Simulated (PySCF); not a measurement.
## What settings do to a single point of Nd(NO3)3

The sound run of Nd(NO3)3 (singlet in the valence; each metal's 4f electrons, 3 of them, lie in its core potential, out of spins and levels) uses PySCF 2.14.0, RKS r2SCAN, Nd lcecp-1-SVP with ECP49, O def2-SVP, N def2-SVP; non-relativistic Hamiltonian with scalar-relativistic core potentials where named; density fitting; no spin-orbit coupling, grid (50, 194), threshold 1e-8 Eh and 55 cycles, at the relaxed geometry:

```xyz
13

Nd    0.0000    0.0000    0.0000
O     2.1343    0.1560    1.0706
O     2.1343   -0.1560   -1.0706
N     2.8390    0.0000    0.0000
O     4.0279    0.0000    0.0000
O    -1.2022    1.7703    1.0706
O    -0.9320    1.9263   -1.0706
N    -1.4195    2.4586    0.0000
O    -2.0139    3.4883    0.0000
O    -0.9321   -1.9263    1.0706
O    -1.2022   -1.7703   -1.0706
N    -1.4195   -2.4586    0.0000
O    -2.0139   -3.4882    0.0000
```

There Nd1 has a Mulliken charge of 1.34 e and the dipole about the centre of mass is 0.00 D. Each run below changes one thing and starts from free metal ions and neutral atoms unless it says otherwise; with 55 cycles, smearing, a level shift and second-order steps follow where DIIS fails, and their cycles count. Energy shifts count from the sound run. On f atoms grids over 110 angular points are at least (60, 302).

| change | outcome | cycles | energy shift (eV) | largest force component (eV/Å) | charge on Nd1 (e) | dipole about the centre of mass (D) |
| --- | --- | --- | --- | --- | --- | --- |
| start from a density of up to 30 smeared cycles (not counted) | converged | 9 | 0.0000 | 0.01 | 1.34 | 0.00 |
| cycle limit 8 | not converged | 8 | – | – | – | – |

(1) One further run converged with energy shift (eV) -0.0269, largest force component (eV/Å) 0.09, charge on Nd1 (e) 1.34, dipole about the centre of mass (D) 0.00. Which change was it?
A. threshold 1e-06
B. charge changed by +4, spin kept, limit 63 cycles
C. grid (99, 590)

(2) And the other changes listed?

Forces carry noise of the integration grid, about 0.01 to 0.03 eV/Å.

No frequency check is given that shows the relaxed geometry to be a minimum. An lcecp potential fixes the number of 4f electrons, so in runs with it no electron can move into or out of that shell.

Results:

(1) C.

(2) 
| change | outcome | cycles | energy shift (eV) | largest force component (eV/Å) | charge on Nd1 (e) | dipole about the centre of mass (D) |
| --- | --- | --- | --- | --- | --- | --- |
| charge changed by +4, spin kept, limit 63 cycles | not converged | 63 | – | – | – | – |
| threshold 1e-06 | converged | 8 | 0.0000 | 0.01 | 1.34 | 0.00 |
